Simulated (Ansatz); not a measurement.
Species: CH5Si, net charge 1, singlet state. SMILES of the parent species: [SiH2]C
Geometry from a B3LYP-D3(BJ)/def2-TZVP (Ansatz, a program for electronic structure) optimisation:
```xyz
7

C     -1.1612    -0.1833    -0.0234
Si     0.6290     0.0975     0.0012
H     -1.6856     0.5642    -0.6217
H     -1.4132    -1.1965    -0.3423
H     -1.5127    -0.0726     1.0166
H      1.1970     1.4431    -0.1584
H      1.5753    -1.0030     0.2299
```
Charge +1, spin multiplicity 1.

Parts of the frozen-core correlation energy in STO-3G (Ansatz, hartree). Frozen orbitals: 6; correlated occupied orbitals by spin: 6 and 6; virtual: 7 and 7. No spin-orbit coupling. Non-relativistic.

```csv
term,value
reference (HF),-325.69907
MP2 opposite-spin,-0.08187
MP2 same-spin,[?]
CCSD correlation,[?]
(T),[?]
FCI minus CCSD(T),-0.00049
T1 diagnostic,0.006
largest doubles amplitude,0.070
```

**Question.** Fill in the missing entries.

**Answer.** 
- MP2 same-spin, value: -0.00750
- CCSD correlation, value: -0.12240
- (T), value: -0.00101
